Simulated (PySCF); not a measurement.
Species: C₃H₆NSi (doublet state).
Z-matrix (Å and degrees, GFN2-xTB geometry), rows numbered from 1:
```
C 
N   1  1.3257
C   2  1.2990  1  115.77
C   3  1.4919  2  119.33  1     9.15
Si  1  1.8787  2  112.55  3     5.05
H   1  1.0781  2  116.60  3  -170.30
H   3  1.0791  2  118.65  1  -170.04
H   4  1.0888  3  110.66  2  -143.92
H   4  1.0927  3  109.58  2    98.76
H   5  1.4626  1  114.77  2  -126.28
H   5  1.4658  1  115.98  2   100.44
```

As a line formula: `[CH]1N=CC[SiH2]1` [radical].

Theory: UKS B3LYP, pcH-1 on C H N Si, non-relativistic, mean-field spin-orbit, GIAO (PySCF 2.14.0). Geometry: GFN2-xTB, one conformer, isolated molecule. The geometry wasn't refined by DFT: couplings that depend on bond lengths, twists or pyramidal angles can differ widely from those at the functional's own minimum. No stability test was run, so a lower SCF solution isn't excluded.

Problem. What is the g tensor, term by term?

Solution. 
```csv
Δg (ppm),1,2,3
relativistic mass correction,-131,-131,-131
gauge correction,36,28,-17
orbital Zeeman/spin–orbit,-32,177,521
total,-127,74,372
```

So g = 2.00219, 2.00239, 2.00269 and g_iso = 2.00243; the tensor is rhombic: the two nearest values differ by 40 % of g3 − g1. 

Problem. Average each term over the three axes. Which is largest in size?

Solution. The orbital-Zeeman/spin–orbit term 222, the mass correction -131 and the gauge correction 15 ppm, for a total of 106 ppm. The orbital-Zeeman/spin–orbit term is the largest in size. The mass correction is the same along every axis, so the anisotropy comes from the other two: their spans along these axes are 54 (gauge) and 553 ppm (orbital Zeeman/spin–orbit).

Problem. What effective moment and Curie constant follow for a powder?

Solution. With the mean of g² = 4.0097 and S(S+1) = 0.75: μ_eff = √(⟨g²⟩S(S+1)) = 1.734 μB and χT = 0.12505·⟨g²⟩·S(S+1) = 0.376 cm³ K/mol (cgs; spin-Hamiltonian part alone).

Problem. In a frozen sample, at which fields do the three g values resonate at 9.5, 34, 94 and 263 GHz (hyperfine left aside), and which band first spreads them over more than twice a line width of 1.0 mT?

Solution. 
```json
{"band": "X", "GHz": "9.5", "B(g3) mT": "338.92", "B(g2) mT": "338.97", "B(g1) mT": "339.01", "spread mT": "0.08"}
{"band": "Q", "GHz": "34.0", "B(g3) mT": "1212.98", "B(g2) mT": "1213.16", "B(g1) mT": "1213.28", "spread mT": "0.30"}
{"band": "W", "GHz": "94.0", "B(g3) mT": "3353.53", "B(g2) mT": "3354.03", "B(g1) mT": "3354.37", "spread mT": "0.84"}
{"band": "J", "GHz": "263.0", "B(g3) mT": "9382.75", "B(g2) mT": "9384.15", "B(g1) mT": "9385.09", "spread mT": "2.34"}
```

The spread grows in proportion to the frequency. J band is the first where it exceeds 2.0 mT.

The Mulliken spin populations are largest on C1 (+0.67), C3 (+0.55) and N2 (-0.18). The positive populations add up to 1.28 and the negative ones to -0.28, together 2S = 1. The angles at C1 add up to 359.8°, so it is planar; its axial dipolar tensor and the negative coupling of its proton fit spin in a p orbital normal to that plane.

The HOMO–LUMO gaps are 5.23 eV among the α and 4.39 eV among the β orbitals.

Hardware: an Arm Neoverse V2 with one thread, no GPU, shared host with 48 logical CPUs at a one-minute load of 24. Cost: 28 s wall (with the writing of density and orbital grids), 0.77 GiB resident at most.
